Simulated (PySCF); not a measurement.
Species: 2-aminobenzaldehyde, C7H7NO.
SMILES with atom numbers: `[NH2:1][c:2]1[cH:3][cH:4][cH:5][cH:6][c:7]1[CH:8]=[O:9]` (hydrogens: H10, H11 on N1; H12 on C3; H13 on C4; H14 on C5; H15 on C6; H16 on C8)

Computed by this run: PBE0-D3(BJ)/def2-SVP geometry optimisation, gas phase (PySCF 2.14.0); density fitting, grid level 2; the optimiser is geomeTRIC in internal coordinates, started from a GFN2-xTB structure.

Step 0: E = -10890.1845 eV
```
atom  x, y, z in Å  |  force x, y, z in eV/Å
N1     -1.1589   -1.7668    0.0355   -0.003  -0.004  -0.006
C2     -0.2271   -0.7964    0.0286   -0.245  -0.216   0.016
C3      1.1433   -1.1062   -0.0024   -0.035  -0.066  -0.003
C4      2.0914   -0.1134   -0.0088   -0.155   0.108   0.004
C5      1.7169    1.2308    0.0183    0.191   0.135   0.003
C6      0.3839    1.5581    0.0527   -0.151  -0.234  -0.003
C7     -0.6103    0.5700    0.0573    0.149  -0.092  -0.008
C8     -1.9997    0.9610    0.0890   -0.181  -0.005   0.013
O9     -2.9657    0.2178    0.0975   -0.069  -0.134  -0.008
H10    -0.8923   -2.7335   -0.0008    0.072  -0.194  -0.005
H11    -2.1315   -1.4873    0.0485   -0.242   0.070   0.011
H12     1.4372   -2.1461   -0.0198    0.146  -0.435  -0.014
H13     3.1390   -0.3755   -0.0342    0.449  -0.138  -0.010
H14     2.4718    2.0013    0.0136    0.321   0.354   0.000
H15     0.0775    2.5943    0.0780   -0.155   0.470   0.004
H16    -2.1537    2.0571    0.1069   -0.094   0.381   0.007
```

Step 1: E = -10890.2172 eV
```
atom  x, y, z in Å  |  force x, y, z in eV/Å
N1     -1.1719   -1.7786    0.0306   -0.013  -0.022   0.004
C2     -0.2336   -0.8118    0.0280    0.011   0.024  -0.013
C3      1.1466   -1.1151   -0.0044   -0.010  -0.078   0.003
C4      2.0946   -0.1093   -0.0079    0.118  -0.017  -0.001
C5      1.7304    1.2454    0.0202    0.011   0.020  -0.002
C6      0.3850    1.5597    0.0516   -0.013   0.084   0.005
C7     -0.6073    0.5649    0.0561   -0.039   0.010   0.006
C8     -2.0043    0.9683    0.0893   -0.018   0.012  -0.004
O9     -2.9665    0.2188    0.0941   -0.008   0.006   0.004
H10    -0.9039   -2.7501    0.0059   -0.011   0.012   0.003
H11    -2.1483   -1.4914    0.0533    0.019   0.001  -0.003
H12     1.4569   -2.1639   -0.0260   -0.004   0.028  -0.001
H13     3.1543   -0.3826   -0.0332   -0.045   0.007   0.001
H14     2.4915    2.0276    0.0171   -0.011  -0.015   0.000
H15     0.0632    2.6070    0.0740    0.003  -0.045  -0.001
H16    -2.1650    2.0763    0.1112    0.010  -0.028  -0.002
```

Problem. Estimate the geometry and energy of step 2. (The exact step hangs on the optimiser's Hessian estimate; all steps are aligned on step 1, rigid shifts and turns removed.)

Solution. E = -10890.2171 eV, largest force 0.067 eV/Å
```
atom  x, y, z in Å  |  force x, y, z in eV/Å
N1     -1.1691   -1.7784    0.0302   -0.042   0.018   0.000
C2     -0.2321   -0.8101    0.0269    0.033  -0.009  -0.001
C3      1.1483   -1.1155   -0.0045    0.011  -0.018   0.000
C4      2.0992   -0.1112   -0.0078   -0.066   0.013   0.001
C5      1.7288    1.2428    0.0201    0.042   0.047   0.001
C6      0.3836    1.5611    0.0516    0.011  -0.031  -0.001
C7     -0.6093    0.5662    0.0557   -0.014  -0.043  -0.002
C8     -2.0072    0.9676    0.0893   -0.023   0.050   0.007
O9     -2.9733    0.2231    0.0966    0.047  -0.036  -0.005
H10    -0.9042   -2.7504    0.0074    0.006   0.006   0.000
H11    -2.1448   -1.4899    0.0515   -0.008  -0.008   0.002
H12     1.4571   -2.1640   -0.0264   -0.004  -0.002   0.000
H13     3.1579   -0.3835   -0.0327   -0.007   0.005   0.001
H14     2.4892    2.0250    0.0171    0.004   0.007   0.000
H15     0.0624    2.6073    0.0743    0.005  -0.003   0.000
H16    -2.1649    2.0751    0.1105    0.006   0.005  -0.002
```

The energy changes by +0.0002 eV. The first-order estimate −F·Δx gives -0.0009 eV and the mean of the old and new forces, exact on a quadratic surface, +0.0002 eV. The step makes an angle of 71° with the force vector and moves no atom by more than 0.008 Å.

What follows is the cost of the whole optimisation. Time: 80 s; peak memory 0.80 GiB. Hardware: one thread of an Arm Neoverse V1, on a shared host.
